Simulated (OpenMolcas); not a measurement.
Computed levels of 4s² 4p in ions with 31 electrons, in cm-1 above ²P°_1/2.

```json
{"Program": "OpenMolcas", "Method": "CASSCF", "Basis": "ANO-RCC-VQZP", "Scalar Hamiltonian": "DKH2, point nucleus", "Spin-orbit coupling": "RASSI with atomic mean-field integrals over the reference wave functions, term energies averaged over their components"}
```

Active space for each ion: 3 electrons in 8 orbitals (4s 4p 5s 5p).

```json
{"Level": "²P°_3/2", "As2+": "2572", "Se3+": "3742", "Kr5+": "7188"}
```

Q: Estimate ²P°_3/2 for Br4+ from its neighbours Se3+ and Kr5+.

A: ²P°_3/2 is fine structure, which grows about as the fourth power of a screened charge, so the fourth roots are averaged: ((3742^0.25 + 7188^0.25) / 2)^4 = 5256. The calculation gives 5308, so the estimate is off by -1.0 %; the measured value is 6090 (Moore, Atomic Energy Levels, vol. II, NSRDS-NBS 35 (1971 reprint of NBS Circular 467, 1952)).

The run also gave levels led by 4s² 5p, which use shells meant for correlation; these and all levels above them are left out (holds for As2+). Active for correlation alone: 5p 5s; no level in the range computed is led by a configuration that fills them, so any true level of that kind is missing (holds for Se3+; Br4+; Kr5+). Computed and measured levels are paired by configuration, term and J; levels that our copy of the source lacks, or whose pairing is in doubt (as where it misses far off the trend of its configuration), stay unpaired and out of the deviations. Only configurations of the active space appear.

° marks odd parity.
